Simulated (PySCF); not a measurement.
# A survey of 19F NMR shifts

Calculated, not measured (PySCF): σ from GIAO-PBE0/pcSseg-1, GFN2-xTB geometry. A single conformation, no relativistic terms, averaged over atoms made equivalent by symmetry, fast rotation or ring inversion, no solvent model.

Shieldings were converted by a linear fit to measured shifts: 19F (scatter 6.0 ppm rms, 7.0 ppm with the 5 outliers that the fit left out vs CFCl3, solution or neat liquid, with a term for F on sp3 carbon). Occasional misses reach two or three times the rms, and more in compound classes unlike the fitted ones.

(1) Give the 19F shifts of `O[Si@@H]1CC[C@@H]1F`, `C#CC(F)F`, `O=c1ccsc(Cl)c1F`.

(2) Order these by 19F shift, lowest first.
A. FCC[C@@]1([SiH3])CN[SiH2]N1
B. C[SiH2]O/C=C/F
C. COC(F)=C(C)C
D. C[C@@H]1N[SiH2]N(C)[SiH2][C@@H]1F

Results:

(1) 
```
           compound                      environment  δ (ppm)
O[Si@@H]1CC[C@@H]1F        fluorine on an sp3 carbon   -212.7
           C#CC(F)F     fluorine of a CF2 group (×2)   -107.5
    O=c1ccsc(Cl)c1F  fluorine on an unsaturated ring   -109.7
```

(2) D (-236.0 ppm, fluorine on an sp3 carbon), A (-212.5 ppm, fluorine on an sp3 carbon), B (-179.3 ppm, vinylic fluorine), C (-113.0 ppm, vinylic fluorine).
